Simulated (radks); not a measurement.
Initial-state core-level shifts of the ytterbium ion Yb2+ when its valence configuration changes from [Xe] 4f14. Calculated with a radial shooting solver on a logarithmic mesh with Libxc functionals: scalar-relativistic Kohn-Sham, SCAN, spin-unpolarised, spherical densities, finite nucleus; meta-GGA in the generalised Kohn-Sham scheme; Fermi nuclear charge, rms radius 5.3108 fm. Shifts are changes of the shell-averaged eigenvalues in eV (positive: less bound); the change of the density at the nucleus, which sets a Mossbauer isomer shift, is in e/bohr^3, on a base of 1.085e+06.

| valence | 2p | 3s | 3p | 3d | density at nucleus |
|---|---|---|---|---|---|
| 4f12 6s2 | -21.864 | -23.621 | -23.600 | -23.473 | +262.6 |
| 4f13.5 5d0.5 | -3.573 | -3.969 | -3.964 | -3.929 | +17.9 |
| 4f13 6p1 | -11.546 | -12.313 | -12.303 | -12.247 | +40.9 |
| 4f13 5d1 | -7.411 | -8.256 | -8.245 | -8.172 | +37.9 |
| 4f13.5 6p0.5 | -5.575 | -5.931 | -5.927 | -5.901 | +18.8 |
| 4f12 5d1 6s1 | -18.747 | -20.586 | -20.563 | -20.417 | +167.6 |
| 4f11 5d1 6s2 | -31.484 | -34.501 | -34.460 | -34.232 | +332.4 |
| 4f12 5d2 | -15.787 | -17.689 | -17.663 | -17.499 | +83.3 |
